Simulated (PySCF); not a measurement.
SnBr2, SMILES [Br][Sn][Br] (connectivity only; charge and spin as stated), neutral, multiplicity 1.

Geometry: PBE-D3(BJ)/def2-SVP. The isomer is the one that the SMILES or the coordinates give; other isomers of the formula were not compared. The def2 effective core potentials stand for the cores of Sn; spin–orbit coupling is left out.

Two levels are set side by side: PBE/def2-TZVPD (PySCF) and B3LYP/def2-TZVPD (PySCF). Same geometry, gas phase. Differences are taken from unrounded values.

```
quantity                     B3LYP    PBE  PBE minus B3LYP
---------------------------  -----  -----  ---------------
orbital gap (eV)              4.04   2.80            -1.24
highest occupied level (eV)  -7.61  -6.77             0.84
lowest empty level (eV)      -3.57  -3.98            -0.41
dipole moment (D)             3.28   3.04            -0.24
mean polarisability (bohr³)   91.8   94.2              2.4
```

Without exact exchange PBE keeps part of each electron's self-repulsion, which lifts occupied levels and narrows the gap. Differences between two approximate levels are no errors against the true value.

Rough cost on one machine, each run with all the roots and properties that it gave: B3LYP against PBE within a factor of 2.
